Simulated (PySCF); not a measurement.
Species: (2S)-1,1-difluoropropan-2-ol, C₃H₆F₂O (charge 0, singlet). SMILES: C(F)(F)[C@@H](O)C
Geometry from a B3LYP-D3(BJ)/def2-TZVP (Ansatz) optimisation:
```
C
H 1 1.0992
O 1 1.4159 2 110.52
H 3 0.9625 1 108.63 2 -69.12
C 1 1.5197 2 105.52 3 115.75
F 5 1.3630 1 110.79 2 -59.41
F 5 1.3651 6 107.45 1 121.71
H 5 1.0938 6 107.93 7 116.04
C 1 1.5226 2 109.73 3 -124.64
H 9 1.0897 1 110.23 2 -178.98
H 9 1.0917 10 108.72 1 120.73
H 9 1.0921 10 108.91 11 116.92
```

Dispersion corrections to the total energy (kcal/mol) from the dftd3 and dftd4 libraries through PySCF: D3(BJ) without and D4 with the three-body term, each with the damping fitted for the functional named.

| functional | D3(BJ) | D4 |
|---|---|---|
| B2PLYP | ___ | -3.28 |
| B2GP-PLYP | -2.46 | -1.94 |
| BHLYP | ___ | -4.97 |
| PW6B95 | -2.12 | -4.00 |
| HF | -37.84 | ___ |
| TPSS | -6.01 | -6.38 |
| revPBE | -12.86 | -16.95 |

Q: Some entries are withheld; supply them.

A: 
- B2PLYP, D3(BJ): -3.58
- BHLYP, D3(BJ): -6.07
- HF, D4: -18.28
